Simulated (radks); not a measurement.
Initial-state core-level shifts of the mercury ion Hg+ when its valence configuration changes from [Xe] 4f14 5d10 6s1. All-electron calculation, scalar-relativistic Kohn-Sham, PBEsol, spin-polarised, spherical densities, point nucleus; open shells are filled with parallel spins first (spin-orbit coupling, left out, can overturn this in heavy ions). Program: a radial shooting solver on a logarithmic mesh with Libxc functionals. Shifts are changes of the shell-averaged eigenvalues in eV (positive: less bound).

| valence | 4s | 4d | 5s | 5p |
|---|---|---|---|---|
| 4f14 5d10 6p1 | -1.869 | -1.867 | -1.879 | -1.882 |
| 4f14 5d10 6s0.5 6p0.5 | -0.946 | -0.945 | -0.951 | -0.953 |
| 4f12 5d10 6s1 6p2 | -39.379 | -36.967 | -19.599 | -16.712 |
| 4f14 5d9.5 6s1 6p0.5 | -2.756 | -2.756 | -2.661 | -2.552 |
| 4f14 5d9 6s1 6p1 | -5.509 | -5.508 | -5.297 | -5.067 |
| 4f14 5d9 6s2 | -3.806 | -3.807 | -3.589 | -3.364 |
| 4f14 5d9 6s1.5 6p0.5 | -4.701 | -4.701 | -4.485 | -4.258 |
| 4f14 5d9 6s0.5 6p1.5 | -6.393 | -6.390 | -6.179 | -5.946 |
| 4f13 5d10 6s1 6p1 | -19.364 | -18.185 | -9.704 | -8.274 |
